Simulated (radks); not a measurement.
Removal energies from the technetium ion Tc10+, [Ar] 3d10 4s2 4p(1/2: 2, 3/2: 1), by Delta-SCF beside the eigenvalue of the level emptied. Calculated with a radial shooting solver on a logarithmic mesh with Libxc functionals: Dirac Kohn-Sham, BLYP, spin-unpolarised, spherical densities, finite nucleus; Fermi nuclear charge, rms radius of each element as measured or else 0.836 A^(1/3) + 0.57 fm. Sub-shells are occupied by j as written (lower j first in brackets).

removed from,final configuration,Delta-SCF (eV),-eigenvalue (eV)
4p3/2,"[Ar] 3d10 4s2 4p(1/2: 2, 3/2: 0)",213.80,202.99
4p1/2,"[Ar] 3d10 4s2 4p(1/2: 1, 3/2: 1)",218.03,207.02
4s1/2,"[Ar] 3d10 4s1 4p(1/2: 2, 3/2: 1)",247.44,235.98
3d5/2,"[Ar] 3d(3/2: 4, 5/2: 5) 4s2 4p(1/2: 2, 3/2: 1)",455.31,430.76
